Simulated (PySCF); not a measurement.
Mapped SMILES: `[CH3:1][C@@H:2]1[CH2:3][CH2:4][C@H:5]2[SiH2:6][O:7][SiH2:8][C@@H:9]12`; H(Xn) means a hydrogen on atom n. Ha(C3), Ha(C4) are cis to C1 on the ring; Ha(Si6), Ha(Si8) are cis to C2 on the ring; Hb(C3), Hb(C4) are trans to C1 on the ring; Hb(Si6), Hb(Si8) are trans to C2 on the ring.

PySCF 2.14 calculation with NMR shieldings at PBE0/pcSseg-1/GIAO and GFN2-xTB structure; a single conformation, relativity neglected, fast rotation and ring inversion assumed for equivalent nuclei, isolated molecule.

References, each an isolated molecule treated in the same way: ¹³C against TMS.

**Question.** Do the ¹³C shifts follow the atomic charges (in e)? Tabulate both.

**Answer.** 
| atoms | hybridisation | δ (ppm) | σ para (ppm) | Hirshfeld | IAO | Mulliken | ESP-fitted |
| --- | --- | --- | --- | --- | --- | --- | --- |
| C3 | sp3 | 44.6 | -107 | -0.07 | -0.26 | -0.13 | -0.14 |
| C2 | sp3 | 44.3 | -104 | -0.02 | -0.09 | -0.35 | +0.38 |
| C9 | sp3 | 39.7 | -108 | -0.12 | -0.41 | -0.47 | -0.10 |
| C4 | sp3 | 36.0 | -97 | -0.07 | -0.25 | -0.15 | -0.12 |
| C5 | sp3 | 32.6 | -100 | -0.11 | -0.40 | -0.54 | -0.11 |
| C1 | sp3 | 23.2 | -82 | -0.12 | -0.41 | -0.17 | -0.71 |

Correlation coefficients of δ with charge over these carbons: Hirshfeld +0.68, IAO +0.67, Mulliken -0.06, ESP-fitted +0.82; with the paramagnetic shielding -0.92. With so few points these coefficients are fragile. Charge is one influence among several: hybridisation and low-lying excitations act through the paramagnetic term.

Shifts are as computed. Against solution values, carbons near 30 ppm lie about +3 ppm off and those near 130 ppm about +5 ppm. Of 1211 compounds with measured shifts, 218 miss one by over three times the rms of a fit or turn the order of signals round; such compounds aren't used in these exercises.
